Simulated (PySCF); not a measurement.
# Xe²⁺ (xenon, charge +2): PBE calculation

Configuration: [Kr] 4d10 5s2 5p4, high-spin 3P determinant. Computed with PySCF 2.14 in aug-cc-pVTZ-PP with one added diffuse shell each of d, f type with ECP28MDF (6s5p5d3f, 67 functions), with scalar relativity through the core potential.

```
Total energy                                                  : -328.1157 hartree
One-electron energy                                           : -552.1653 hartree
Hartree (Coulomb) energy                                      : 247.1077 hartree
Exchange-correlation energy                                   : -23.0581 hartree
⟨S²⟩                                                          : 2.0024
⟨L²⟩                                                          : 2.017
Sum of ⟨r⟩                                                    : 26.85 bohr
Sum of ⟨r²⟩                                                   : 40.85 bohr²
Traceless quadrupole moment −½Σ⟨3z² − r²⟩ along its main axis : -1.71 e·bohr²
```

```tsv
shell	electrons	mean orbital energy (eV)	spread (eV)	rms radius, mean of both spins (bohr)
4s α	1	-217.89	0	0.768
4s β	1	-217.68	0	0.768
4p α	3	-162.15	0.774	0.822
4p β	3	-161.94	0.589	0.822
4d α	5	-80.244	0.821	0.937
4d β	5	-79.932	0.571	0.937
5s α	1	-40.095	0	1.89
5s β	1	-38.366	0	1.89
5p α	3	-27.351	1.327	2.22
5p β	1	-25.708	0	2.22
```

Energies and moments cover only the electrons outside the core potential.
